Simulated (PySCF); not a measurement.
PySCF job for Ge(H)2(F)(Me) (CH5FGe), SMILES [F][GeH2][CH3], r2SCAN-D4/def2-SVP. Geometry: r2SCAN-D4/def2-SVP.

```python
import numpy as np
from pyscf import gto, scf, dft, df
from pyscf.hessian import thermo

mol = gto.M(
    atom='''
    Ge   -0.35038241    0.09660411    0.00000000
    C     0.54211083   -1.62234289   -0.00000000
    F     0.90661209    1.31498063   -0.00000000
    H    -1.17614046    0.34348756   -1.27251691
    H    -1.17614046    0.34348756    1.27251691
    H     1.17477804   -1.72047702    0.89427893
    H    -0.19721194   -2.43812099    0.00000001
    H     1.17477804   -1.72047702   -0.89427892
    ''',
    basis='def2-SVP',
    charge=0,
    spin=0,
    max_memory=1600,
    verbose=3,
)
mf = dft.RKS(mol, xc='r2scan').density_fit(auxbasis='def2-universal-jkfit')
mf.disp = 'd4'
mf.grids.level = 4
mf.conv_tol = 1e-11
mf.max_cycle = 100
mf.kernel()

# analytic Hessian; the response equations are solved on a coarser grid
h, args, fine = mf.Hessian(), (mf.mo_energy, mf.mo_coeff, mf.mo_occ), mf.grids
h.max_memory = max(150, 2.5e-5 * df.make_auxmol(mol, mf.with_df.auxbasis).nao * mol.nelec[0] * (mol.nelec[0] + mol.nao))  # MB; small integral blocks
h1ao = h.make_h1(mf.mo_coeff, mf.mo_occ)
mf.grids = dft.Grids(mol).set(level=2).build(with_non0tab=True)
mo1, mo_e1 = h.solve_mo1(*args, h1ao)
mf.grids = fine
hess = h.hess_elec(*args, mo1, mo_e1, h1ao) + h.hess_nuc()
if mf.do_disp():
    hess += h.get_dispersion()
for i in range(mol.natm):  # the analytic DFT Hessian lacks the response of the grid: restore translational invariance
    hess[i, i] -= hess[i].sum(axis=0)
hess = (hess + hess.transpose(1, 0, 3, 2)) / 2
vib = thermo.harmonic_analysis(mol, hess, imaginary_freq=False)
thermo.dump_normal_mode(mol, vib)
th = thermo.thermo(mf, vib['freq_au'][vib['freq_au'] > 0], 298.15, 101325)
thermo.dump_thermo(mol, th)
g0 = mf.nuc_grad_method().set(verbose=0).kernel()

# dipole derivatives [dipole axis, atom, xyz] from the same response
r, irp = mol.intor('int1e_r'), mol.intor('int1e_irp').reshape(3, 3, mol.nao, mol.nao)
sl, dm0, ok = mol.aoslice_by_atom(), np.array(mf.make_rdm1()), []
dmu = np.einsum('a,xt->xat', mol.atom_charges(), np.eye(3))
for a, (_, _, p0, p1) in enumerate(sl):
    dmu[:, a] += 2 * np.einsum('xtij,ij->xt', irp[:, :, :, p0:p1], dm0.reshape(-1, mol.nao, mol.nao).sum(0)[:, p0:p1])
    for u, c, occ, f in [(mo1, mf.mo_coeff, mf.mo_occ, 4)]:
        dmu[:, a] -= f * np.einsum('tui,xuv,vi->xt', u[a], r, c[:, occ > 0], optimize=True)
L = vib['norm_mode']
ir = 974.8801 * (np.einsum('xat,kat->kx', dmu, L) ** 2).sum(1)       # km/mol
apt = np.einsum('xax->a', dmu) / 3

# polarisability derivatives from nuclear gradients in small electric fields
h0, F = mf.get_hcore(), 0.005
def in_field(f, guess):
    m = mf.copy()
    m.verbose, m.conv_tol, m.conv_tol_grad = 0, 1e-11, 2e-7
    m.get_hcore = lambda *a: h0 + np.einsum('x,xij->ij', f, r)
    m.kernel(guess)
    ok.append(m.converged)
    dm = np.array(m.make_rdm1())
    g = m.nuc_grad_method().kernel() - np.outer(mol.atom_charges(), f)
    for a, (_, _, p0, p1) in enumerate(sl):
        g[a] -= 2 * np.einsum('x,xtij,ij->t', f, irp[:, :, :, p0:p1], dm[:, p0:p1])
    return g, -np.einsum('xij,ij->x', r, dm), dm
E = np.eye(3) * F
g0, _, dm0 = in_field(np.zeros(3), dm0)
gp = [in_field(e, dm0) for e in E]
gm = [in_field(-e, 2 * dm0 - p[2]) for e, p in zip(E, gp)]
alpha = np.array([(p[1] - q[1]) / (2 * F) for p, q in zip(gp, gm)])  # bohr^3
check = abs(np.array([-(p[0] - q[0]) / (2 * F) for p, q in zip(gp, gm)]) - dmu).max()
print('static polarisability / bohr^3:', alpha.round(3))
print('largest difference of analytic and finite-field dipole derivatives / e:', check)
da = np.zeros((3, 3, mol.natm, 3))
for x in range(3):
    da[x, x] = -(gp[x][0] + gm[x][0] - 2 * g0) / F**2
for x, y in ((0, 1), (0, 2), (1, 2)):
    up, down = in_field(E[x] + E[y], gp[x][2] + gp[y][2] - dm0), in_field(-E[x] - E[y], gm[x][2] + gm[y][2] - dm0)
    both = -(up[0] + down[0] - 2 * g0) / F**2
    da[x, y] = da[y, x] = (both - da[x, x] - da[y, y]) / 2
aq = np.einsum('xyat,kat->kxy', da, L) * 0.529177210903**2           # A^2/amu^1/2
a = np.einsum('kxx->k', aq) / 3
g2 = 1.5 * (aq**2).sum((1, 2)) - 4.5 * a**2
raman, depol = 45 * a**2 + 7 * g2, 3 * g2 / (45 * a**2 + 4 * g2 + 1e-12)
print('mode   freq/cm-1   IR/(km/mol)   Raman/(A^4/amu)   depolarisation')
for k, w in enumerate(vib['freq_wavenumber']):
    print(f'{k + 1:4d} {w:11.2f} {ir[k]:13.3f} {raman[k]:17.3f} {depol[k]:16.3f}')
print('max |gradient| / (hartree/bohr):', abs(g0).max())
print('APT charges:', apt.round(4))
```

Program output:

```
converged SCF energy = -2217.54810938967

WARN: MGGA Hessian is sensitive to dft grids. grids.level 4 may not be dense enough.


WARN: DFTD4 does not support analytical Hessian, using finite difference.


WARN: Mole.unit (angstrom) is changed to Bohr

Mode                                 0                   1                   2
Irrep
Freq [cm^-1]                      115.3921            191.5714            452.8975
Reduced mass [au]                   1.0743              4.0311              1.0613
Force const [Dyne/A]                0.0084              0.0872              0.1283
Char temp [K]                     166.0236            275.6286            651.6187
Normal mode                   x     y     z       x     y     z       x     y     z
       0  Ge                -0.00  0.00  0.01    0.05 -0.01  0.00   -0.00  0.00 -0.02
       1   C                 0.00  0.00 -0.01   -0.10 -0.09 -0.00    0.00 -0.00  0.01
       2   F                 0.00 -0.00 -0.05   -0.08  0.12 -0.00    0.00  0.00  0.02
       3   H                -0.03 -0.02  0.03    0.03 -0.05 -0.00   -0.39  0.34  0.31
       4   H                 0.03  0.02  0.03    0.03 -0.05  0.00    0.39 -0.34  0.31
       5   H                -0.41 -0.26  0.25   -0.13 -0.22  0.00   -0.16  0.23  0.16
       6   H                 0.00 -0.00 -0.58   -0.26  0.05 -0.00    0.00 -0.00  0.13
       7   H                 0.41  0.26  0.25   -0.13 -0.22 -0.00    0.16 -0.23  0.16
Mode                                 3                   4                   5
Irrep
Freq [cm^-1]                      615.0947            662.8308            698.7722
Reduced mass [au]                   3.8436              1.0958              7.4696
Force const [Dyne/A]                0.8568              0.2837              2.1489
Char temp [K]                     884.9843            953.6660           1005.3776
Normal mode                   x     y     z       x     y     z       x     y     z
       0  Ge                 0.03 -0.04 -0.00    0.00 -0.00  0.02    0.03  0.04  0.00
       1   C                -0.10  0.21  0.00   -0.00  0.00 -0.02    0.04 -0.00  0.00
       2   F                -0.02 -0.02  0.00    0.00  0.00 -0.05   -0.13 -0.14 -0.00
       3   H                -0.01 -0.05  0.02    0.39  0.51 -0.13   -0.04 -0.13  0.01
       4   H                -0.01 -0.05 -0.02   -0.39 -0.51 -0.13   -0.04 -0.13 -0.01
       5   H                -0.12  0.18  0.01   -0.07  0.11  0.04    0.01 -0.13  0.01
       6   H                -0.17  0.27 -0.00    0.00  0.00  0.07   -0.10  0.11  0.00
       7   H                -0.12  0.18 -0.01    0.07 -0.11  0.04    0.01 -0.13 -0.01
Mode                                 6                   7                   8
Irrep
Freq [cm^-1]                      728.3746            849.1143            858.9885
Reduced mass [au]                   1.3142              1.2398              1.1107
Force const [Dyne/A]                0.4108              0.5266              0.4829
Char temp [K]                    1047.9689           1221.6864           1235.8933
Normal mode                   x     y     z       x     y     z       x     y     z
       0  Ge                 0.02 -0.00 -0.00   -0.00 -0.00 -0.02   -0.00 -0.02  0.00
       1   C                -0.08 -0.04  0.00    0.00 -0.00  0.12    0.08  0.02 -0.00
       2   F                -0.07 -0.03  0.00    0.00  0.00 -0.00   -0.01 -0.00  0.00
       3   H                 0.11  0.39  0.02   -0.07  0.29  0.10   -0.15  0.53  0.19
       4   H                 0.11  0.39 -0.02    0.07 -0.29  0.10   -0.15  0.53 -0.19
       5   H                 0.02  0.30 -0.03    0.29 -0.42 -0.14   -0.01 -0.20  0.04
       6   H                 0.31 -0.38 -0.00   -0.00  0.00 -0.21   -0.22  0.29  0.00
       7   H                 0.02  0.30  0.03   -0.29  0.42 -0.14   -0.01 -0.20 -0.04
Mode                                 9                  10                  11
Irrep
Freq [cm^-1]                      876.9430           1247.3860           1427.0844
Reduced mass [au]                   1.0560              1.2355              1.0475
Force const [Dyne/A]                0.4785              1.1326              1.2569
Char temp [K]                    1261.7257           1794.7107           2053.2568
Normal mode                   x     y     z       x     y     z       x     y     z
       0  Ge                 0.02  0.00  0.00    0.00 -0.00  0.00   -0.00 -0.00 -0.00
       1   C                -0.04 -0.03 -0.00   -0.06  0.12  0.00   -0.00 -0.00 -0.06
       2   F                 0.01  0.01 -0.00    0.00  0.00 -0.00   -0.00 -0.00  0.00
       3   H                -0.56 -0.13  0.33   -0.01  0.02  0.02   -0.01  0.01  0.01
       4   H                -0.56 -0.13 -0.33   -0.01  0.02 -0.02    0.01 -0.01  0.01
       5   H                 0.02  0.11 -0.02    0.11 -0.47 -0.17   -0.20 -0.42  0.05
       6   H                 0.10 -0.15  0.00    0.41 -0.32 -0.00   -0.00  0.00  0.71
       7   H                 0.02  0.11  0.02    0.11 -0.47  0.17    0.20  0.42  0.05
Mode                                12                  13                  14
Irrep
Freq [cm^-1]                     1432.4407           2151.4775           2158.2340
Reduced mass [au]                   1.0495              1.0156              1.0254
Force const [Dyne/A]                1.2688              2.7697              2.8141
Char temp [K]                    2060.9632           3095.4971           3105.2181
Normal mode                   x     y     z       x     y     z       x     y     z
       0  Ge                 0.00  0.00 -0.00   -0.01  0.00 -0.00   -0.00  0.00  0.02
       1   C                 0.05  0.02 -0.00    0.00 -0.00 -0.00    0.00 -0.00  0.00
       2   F                 0.00  0.00  0.00   -0.00 -0.00 -0.00   -0.00 -0.00  0.00
       3   H                -0.01 -0.01  0.01    0.36 -0.11  0.59   -0.38  0.12 -0.57
       4   H                -0.01 -0.01 -0.01    0.36 -0.11 -0.59    0.38 -0.12 -0.57
       5   H                -0.51 -0.08  0.38   -0.00  0.01  0.00    0.01 -0.01  0.00
       6   H                 0.28 -0.20  0.00   -0.01  0.00 -0.00   -0.00  0.00  0.00
       7   H                -0.51 -0.08 -0.38   -0.00  0.01 -0.00   -0.01  0.01  0.00
Mode                                15                  16                  17
Irrep
Freq [cm^-1]                     3048.0590           3160.1596           3169.6123
Reduced mass [au]                   1.0341              1.1033              1.1045
Force const [Dyne/A]                5.6605              6.4916              6.5380
Char temp [K]                    4385.4782           4546.7661           4560.3664
Normal mode                   x     y     z       x     y     z       x     y     z
       0  Ge                -0.00  0.00  0.00   -0.00 -0.00 -0.00    0.00  0.00 -0.00
       1   C                 0.02 -0.04 -0.00   -0.08 -0.04 -0.00    0.00  0.00 -0.09
       2   F                -0.00 -0.00 -0.00    0.00  0.00  0.00    0.00  0.00  0.00
       3   H                 0.00 -0.00  0.00    0.00 -0.00  0.00    0.00 -0.00  0.00
       4   H                 0.00 -0.00 -0.00    0.00 -0.00 -0.00   -0.00  0.00  0.00
       5   H                -0.31  0.04 -0.45    0.23 -0.04  0.34    0.39 -0.06  0.54
       6   H                 0.42  0.44  0.00    0.50  0.55 -0.00   -0.00 -0.00 -0.01
       7   H                -0.31  0.04  0.45    0.23 -0.04 -0.34   -0.39  0.06  0.54
temperature 298.1500 [K]
pressure 101325.00 [Pa]
Rotational constants [GHz] 13.34771 6.13461 4.57395
Symmetry number 1
Zero-point energy (ZPE) 0.05432 [Eh]   142621.378 [J/mol]
                           tot       elec      trans        rot        vib
Entropy [J/mol/K]       302.597      0.000    167.218    101.528     33.851
Cv [J/mol/K]             69.698      0.000     12.472     12.472     44.754
Cp [J/mol/K]             78.012      0.000     20.786     12.472     44.754
Internal energy [J/mol]                      3718.434   3718.434 148531.695
Internal energy [Eh]   -2217.48870  -2217.54811
Enthalpy [J/mol]                             6197.391   3718.434 148531.695
Enthalpy [Eh]          -2217.48776
Gibbs free energy [J/mol]                  -43658.692 -26552.082 138439.141
Gibbs free energy [Eh] -2217.52212
static polarisability / bohr^3: [[35.975 -4.028  0.   ]
 [-4.028 38.397 -0.   ]
 [ 0.     0.    36.655]]
largest difference of analytic and finite-field dipole derivatives / e: 0.0005149873262835225
mode   freq/cm-1   IR/(km/mol)   Raman/(A^4/amu)   depolarisation
   1      115.39         0.369             0.054            0.750
   2      191.57         6.318             1.238            0.745
   3      452.90        17.076             2.931            0.750
   4      615.09        15.906            14.545            0.193
   5      662.83        24.768            18.609            0.750
   6      698.77        83.152             2.851            0.314
   7      728.37        41.612             6.729            0.736
   8      849.11        44.133             6.649            0.750
   9      858.99        92.632            14.737            0.709
  10      876.94        79.926            16.080            0.750
  11     1247.39        12.576             1.967            0.036
  12     1427.08         3.318            11.382            0.750
  13     1432.44         5.307            10.897            0.749
  14     2151.48        96.629           217.620            0.093
  15     2158.23       162.412            85.330            0.750
  16     3048.06         1.874           134.940            0.003
  17     3160.16         1.965            77.851            0.742
  18     3169.61         0.894            79.997            0.750
max |gradient| / (hartree/bohr): 0.00012592807254857146
APT charges: [ 1.4253 -0.3342 -0.6184 -0.2748 -0.2748  0.0249  0.0265  0.0249]
```

Self-consistency was reached.
